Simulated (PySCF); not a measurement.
Constitutional and geometric isomers with formula H5NSi2. All species are isolated molecules in the gas phase. Strings in code marks are SMILES.

The HOMO–LUMO gap from two functionals at the same geometries (PBE0-D3(BJ)/def2-TZVP), both in PySCF: PBE-D3(BJ)/def2-TZVP and PBE0-D3(BJ)/def2-TZVP. 

```csv
species,PBE0-D3(BJ)/def2-TZVP (eV)
`N[SiH]=[SiH2]`,4.00
`N(=[SiH]\[SiH3])/[H]`,5.57
`[SiH2]=N[SiH3]`,5.26
```

Task: What does PBE-D3(BJ)/def2-TZVP give for each?

Result: 
- `N[SiH]=[SiH2]`: 2.50
- `N(=[SiH]\[SiH3])/[H]`: 3.38
- `[SiH2]=N[SiH3]`: 3.15
Over these rows, drawn at random from the members with no instability flagged (it was tested for open shells, ions and some series alone), PBE minus PBE0-D3(BJ): mean -1.94 eV, from -2.20 eV to -1.51 eV.
